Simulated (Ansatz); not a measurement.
Relaxation of F2H6W (9 atoms, charge 0, multiplicity 1), to a largest force component of 0.03 eV/Å in at most 50 steps.

Level of theory: Ansatz 0.2.0, RKS PBE0-D4/def2-SVPD.

```xyz
9
Properties=species:S:1:pos:R:3:forces:R:3
W 0.164 0.172 -0.516 0.15 0.15 0.25
F 0.345 0.367 2.517 -0.11 -0.11 -0.07
H 1.483 -0.578 0.206 0.00 0.00 0.00
H -0.604 1.486 0.197 0.00 0.00 0.00
H -1.376 -0.112 0.087 0.00 0.00 0.00
H -0.105 -1.367 0.093 0.00 0.00 0.00
F 0.238 0.240 -2.348 0.00 0.00 -0.01
H 1.226 1.250 0.284 -0.14 -0.14 -0.14
H 0.934 0.943 2.096 0.09 0.09 -0.04
```

Problem. Where does it end, and by what steps?

Solution. It converged. After 7 steps the energy has fallen by 0.065 eV; F2 moved furthest, 0.43 Å. Joined: W1–F2 (3.04 → 2.60 Å).

```
step  energy less start (eV)  largest force component (eV/Å)  accepted
   0                  0.0000                           0.254       yes
   1                 -0.0074                           1.044       yes
   2                 -0.0430                           0.317       yes
   3                 -0.0537                           0.520       yes
   4                 -0.0626                           0.088       yes
   5                 -0.0639                           0.137       yes
   6                 -0.0652                           0.078       yes
   7                 -0.0654                           0.009       yes
```

```xyz
9
Properties=species:S:1:pos:R:3
W 0.180 0.188 -0.459
F 0.215 0.232 2.135
H 1.553 -0.528 0.200
H -0.553 1.556 0.193
H -1.345 -0.065 0.198
H -0.059 -1.337 0.203
F 0.173 0.175 -2.297
H 1.276 1.298 0.197
H 0.865 0.881 2.246
```

Whether the end is a true minimum wasn't checked by a vibrational analysis.

Run time: 13 s on 4 threads of Intel(R) Xeon(R) Platinum 8488C (Sapphire Rapids), on a shared host, peak memory 0.29 GiB.
